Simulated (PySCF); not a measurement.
MgCl2, optimised at HF/6-31G*:

```xyz
3

Mg     0.0000     0.0000     0.0000
Cl     1.2898     1.2930    -1.2121
Cl    -1.2898    -1.2930     1.2121
```

Computed with PySCF and rigid-rotor harmonic-oscillator thermochemistry at 1 bar. 6-31G* has spherical d functions here. All species are closed-shell singlets. B3LYP is the form with VWN-RPA correlation.

List the harmonic frequencies (cm⁻¹, unscaled) at this level and at the other levels, each on its own geometry.


- HF/6-31G*: 117, 117, 324, 624
- B3LYP/6-31G*: 111, 112, 315, 609
- PBE/def2-SVP: 109, 110, 314, 612
- PBE0/def2-TZVP: 108, 109, 322, 620
